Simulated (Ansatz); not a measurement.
C₂H₆BISi (`IC1CB[SiH2]1`), 11 atoms. Charge 0, multiplicity 1. Correlated methods include outer-core shells of I, which these sets cover unevenly. I takes the def2 core potential. All runs use 4 threads of a server CPU on a shared host. Correlated methods freeze the cores.

(1) How many basis functions does each run have, and how long does it take in Ansatz? RHF-CCSD(T)/def2-TZVPP energy; RKS CAM-B3LYP-D4/def2-TZVPP energy; RKS ωB97M-V/def2-QZVPP energy; RKS PBE0-D4/def2-TZVP frequencies; RKS PBE0-D4/def2-TZVPP energy; RKS ωB97M-V/def2-SVP energy; direct RPA on PBE orbitals/def2-TZVPP energy; RHF-MP2/def2-QZVPP energy; RKS SPW92 (LDA)/def2-TZVPP energy; RKS PBE0-D4/def2-QZVPP energy; RHF-CCSD(T)/def2-SVP energy; RKS PBE0-D4/def2-TZVP relaxation (10 steps). (Best estimate.)

Answers

(1) Ansatz gave: Other jobs shared the machine, so times are rough.

| level | job | functions | wall time | peak host memory (GiB) |
| --- | --- | --- | --- | --- |
| RKS SPW92 (LDA)/def2-TZVPP | energy | 269 | 2.6 s | 0.4 |
| RKS ωB97M-V/def2-SVP | energy | 116 | 8 s | 0.42 |
| RKS PBE0-D4/def2-TZVPP | energy | 269 | 11 s | 0.8 |
| direct RPA on PBE orbitals/def2-TZVPP | energy | 269 | 13 s | 0.81 |
| RKS CAM-B3LYP-D4/def2-TZVPP | energy | 269 | 15 s | 0.92 |
| RHF-CCSD(T)/def2-SVP | energy | 116 | 19 s | 0.68 |
| RKS PBE0-D4/def2-QZVPP | energy | 503 | 25 s | 2.1 |
| RKS ωB97M-V/def2-QZVPP | energy | 503 | 56 s | 2.6 |
| RHF-MP2/def2-QZVPP | energy | 503 | 60 s | 3.6 |
| RKS PBE0-D4/def2-TZVP | relaxation (10 steps) | 216 | 84 s | 0.68 |
| RHF-CCSD(T)/def2-TZVPP | energy | 269 | 6.9 min | 7.5 |
| RKS PBE0-D4/def2-TZVP | frequencies | 216 | 7 min | 0.72 |
